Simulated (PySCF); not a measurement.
Breaking a bond: GaH, singlet.

Method: PySCF with CCSD(T) on UHF/def2-TZVP, 9 core orbitals frozen.

### Question
Relative to R = 1.68 Å, what are the energies at R = 1.86, 2.08, 2.77, 3.71 Å?

### Answer
14.0 kJ/mol at 1.86 Å, 49.3 kJ/mol at 2.08 Å, 174.1 kJ/mol at 2.77 Å, 265.5 kJ/mol at 3.71 Å.

The unrestricted determinant behind UCCSD(T) is spin-contaminated at 1.35 to 1.51, 2.55 to 6.69 Å (<S²> up to 1.0, against 0.00 for a pure singlet).
